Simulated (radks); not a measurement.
Effect of the nuclear size on the bismuth ion Bi2+, [Hg] 6p1. Calculated with a radial shooting solver on a logarithmic mesh with Libxc functionals: Dirac Kohn-Sham, relativistic LDA (MacDonald-Vosko exchange, VWN5 correlation), spin-unpolarised, spherical densities, finite nucleus; open shells are shared between the two j in proportion to 2j + 1; Fermi nuclear charge, rms radius 5.5211 fm. The rms radius is varied about that value; shifts are against it.

rms radius (fm)  total energy shift (eV)  density at nucleus (e/bohr^3)  1s1/2 shift (meV)  2s1/2 shift (meV)  5p1/2 shift (meV)  6s1/2 shift (meV)  6p1/2 shift (meV)  6p3/2 shift (meV)  7s1/2 (empty) shift (meV)
4.9193                             -29.4                      3.076e+06             -11600              -1780              0.393              -2.82              0.357              0.490                     -0.582
5.2837                             -11.8                       2.98e+06              -4670               -716              0.157              -1.13              0.143              0.197                     -0.234
5.5211                                 0                      2.922e+06              0.000              0.000              0.000              0.000              0.000              0.000                      0.000
5.8745                              18.1                      2.842e+06               7150               1100             -0.240               1.74             -0.220             -0.302                      0.359
6.4818                              50.7                       2.72e+06              20000               3070             -0.666               4.87             -0.614             -0.846                       1.00

Slopes of the eigenvalues against <r^2> in GHz/fm^2, as finite differences over the two radii next to the reference (eigenvalue slopes, not the field-shift constants of lines): 1s1/2 434000, 2s1/2 66500, 5p1/2 -14.6, 6s1/2 105, 6p1/2 -13.3, 6p3/2 -18.3, 7s1/2 (empty) 21.7.
